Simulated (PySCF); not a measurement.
CH$_{8}$Ge, closed shell: at the start structure of a reaction step.

The script, run.py:

```python
import json, numpy as np
from pyscf import gto, scf, dft, mp, cc
EV, BOHR = 27.211386245988, 0.529177210903
mol = gto.M(atom="""
Ge -1.319556 0.923926 -1.370076
H 0.013161 1.558955 -0.952529
H -1.289770 0.617055 -2.873430
H -2.465282 1.900897 -1.072335
H -1.536934 -0.376442 -0.585873
H 1.496152 0.020138 0.858838
C 1.319586 -0.925374 1.370912
H 1.196711 -1.719267 0.634589
H 0.415073 -0.848049 1.973914
H 2.168430 -1.153969 2.014957
""", basis="def2-tzvpp", charge=0, spin=0, max_memory=7225, verbose=0)
def mean_field(mol, dm=None):
    mf = scf.RHF(mol).density_fit()
    mf.conv_tol = 1e-9
    mf.kernel(dm0=dm)
    if not mf.converged: mf = mf.newton().run(mf.mo_coeff, mf.mo_occ)
    assert mf.converged
    return mf
def d4(mol):
    return 0.0, np.zeros((10, 3))
def energy_and_gradient(mol, dm=None):
    mf = mean_field(mol, dm); e, g = d4(mol)
    return mf, (mf.e_tot + e) * EV, (mf.nuc_grad_method().kernel()[:10] + g) * EV / BOHR
out = {}
mf = mean_field(mol); frozen = 10
print(f"Hartree-Fock energy {mf.e_tot * EV:.6f} eV")
m2 = mp.MP2(mf, frozen=frozen or None).run()
out.update(reference=mf.e_tot * EV, same_spin=m2.e_corr_ss * EV, opposite_spin=m2.e_corr_os * EV, energy=m2.e_tot * EV, converged=True, frozen=frozen)
print(f"MP2 correlation {m2.e_corr * EV:.6f} eV")
c = cc.CCSD(mf, frozen=frozen or None); c.conv_tol = 1e-7; c.max_cycle = 80; eris = c.ao2mo(); c.kernel(eris=eris); t = c.ccsd_t(eris=eris)
t1 = c.t1 if isinstance(c.t1, tuple) else (c.t1, c.t1); t2 = c.t2 if isinstance(c.t2, tuple) else (c.t2,)
T1 = np.sqrt(sum((a**2).sum() for a in t1) / 2 / (mol.nelectron - 2 * frozen))
print(f"CCSD correlation {c.e_corr * EV:.6f} eV, (T) {t * EV:.6f} eV, T1 diagnostic {T1:.4f}")
out.update(ccsd=c.e_corr * EV, triples=t * EV, t1=T1, largest_double=max(abs(a).max() for a in t2 if a.size), energy=(c.e_tot + t) * EV, converged=bool(c.converged))
out['triplet_stable'] = bool(mf.stability(internal=False, external=True, return_status=True)[3])
out['s2'] = mf.spin_square()[0]; out['nelec'] = mol.nelec
print(f"Total energy {out['energy']:.6f} eV, <S^2> {out['s2']:.4f}")
json.dump(out, open("out.json", "w"), default=float)
```

Command:

```bash
OMP_NUM_THREADS=4 python run.py
```

It printed (PySCF 2.14):

```
Hartree-Fock energy -57630.793675 eV
MP2 correlation -12.959416 eV
CCSD correlation -14.115503 eV, (T) -0.408101 eV, T1 diagnostic 0.0105
Total energy -57645.317280 eV, <S^2> 0.0000
```

Hardware: 4 CPU threads of a Oxide Virtual Turin-like, shared host. Wall time 3.3 min; peak host memory 2.3 GiB.
